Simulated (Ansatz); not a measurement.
Geometry optimisation, DFT PBE-D3(BJ), scalar-relativistic, plane waves, PAW (Ansatz).

The input (input.yaml):

```yaml
crystal:
  lattice:
    - [0.0, 5.43, 5.43]
    - [5.43, 0.0, 5.43]
    - [5.43, 5.43, 0.0]
  atoms:
    - { symbol: Si, position: [0.0, 0.0, 0.0] }
    - { symbol: Si, position: [0.125, 0.125, 0.125] }
    - { symbol: Si, position: [0.0, 0.0, 0.5] }
    - { symbol: Si, position: [0.125, 0.125, 0.625] }
    - { symbol: Si, position: [0.0, 0.5, 0.0] }
    - { symbol: Si, position: [0.125, 0.625, 0.125] }
    - { symbol: Si, position: [0.0, 0.5, 0.5] }
    - { symbol: Si, position: [0.125, 0.625, 0.625] }
    - { symbol: Si, position: [0.5, 0.0, 0.0] }
    - { symbol: Si, position: [0.625, 0.125, 0.125] }
    - { symbol: Si, position: [0.5, 0.0, 0.5] }
    - { symbol: Si, position: [0.625, 0.125, 0.625] }
    - { symbol: Si, position: [0.5, 0.5, 0.0] }
    - { symbol: Si, position: [0.625, 0.625, 0.125] }
    - { symbol: Si, position: [0.5, 0.5, 0.5] }
    - { symbol: Si, position: [0.625, 0.625, 0.625] }
    - { symbol: Ge, position: [0.8129137, 0.3141557, 0.060769] }
basis:
  ecutwfc: 420.0
kpoints:
  mp_grid: { grid: [2, 2, 2] }
hamiltonian:
  xc: pbe
  dispersion: d3bj
  pseudopotentials: { kind: paw, azcp: { folder: soft_1 } }
scf:
  occupations: { method: fermi_dirac, width: 0.02 }
  lower_state_search: "off"
relax:
  f_tol: 0.03
  max_steps: 60
  adjacent_minimum: "off"
```

Launched with:

```bash
$ ansatz run input.yaml --threads 1 --pin off --max-ram 3072MiB --backend cpu --events-out ev --progress --plain --runs-dir out
```

Q: Where does it end, and by what steps?

A: It converged. After 5 steps the energy has fallen by 1.562 eV; Si7 moved furthest, 0.46 Å.

```csv
step,energy less start (eV),largest force component (eV/Å),accepted
0,0.0000,2.895,yes
1,-1.1688,1.145,yes
2,-1.5257,0.165,yes
3,-1.5515,0.112,yes
4,-1.5609,0.042,yes
5,-1.5619,0.007,yes
```

```xyz
17
Lattice="0.0000 5.4300 5.4300 5.4300 0.0000 5.4300 5.4300 5.4300 0.0000" Properties=species:S:1:pos:R:3
Si -0.131 0.122 -0.121
Si 1.236 1.487 1.479
Si 2.629 2.739 0.087
Si 4.047 4.158 1.272
Si 2.837 0.122 2.847
Si 4.322 1.606 3.824
Si 5.696 2.981 2.449
Si 6.873 4.158 4.099
Si -0.247 2.467 2.963
Si 1.236 3.951 3.944
Si 2.629 5.344 2.691
Si 3.809 6.523 4.337
Si 2.837 2.583 5.309
Si 4.202 3.951 6.909
Si 5.455 5.344 5.517
Si 6.873 6.761 6.702
Ge 2.034 4.748 6.112
```

Run time: 38 s on 1 thread of Arm Neoverse V1, on a shared host, peak memory 0.54 GiB.
